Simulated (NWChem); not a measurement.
CoHOF, quartet; SMILES [OH][Co][F]

```xyz
4

Co     0.0517    -0.0321     0.0000
F     -0.0781     1.6829     0.0000
O      0.2053    -1.7550     0.0000
H     -0.4365    -2.4666     0.0000
```
Atoms are numbered in this order, from 1.

Results from NWChem. Pople sets run with spherical d functions. Spin-unrestricted. All runs use the structure optimised with PBE0/def2-SVP, spin-unrestricted. The spin multiplicity was typed, not searched, and may not be the lowest. No stability test was run on the SCF state. B3LYP is NWChem's, with the RPA form of VWN correlation. Vzz is the largest principal value of the second derivative of the potential at the nucleus (NWChem prints the opposite sign); η is the asymmetry. Non-relativistic.

For level CAM-B3LYP/6-31G*:

- Vzz Co1 (a.u.): 3.180
- η Co1: 0.14
- Vzz O3 (a.u.): 1.357

Question: How do the values read with level B3LYP/def2-TZVP instead?

Answer: 
| Property | Result |
|---|---|
| Vzz Co1 (a.u.) | -2.120 |
| η Co1 | 0.54 |
| Vzz O3 (a.u.) | 1.313 |
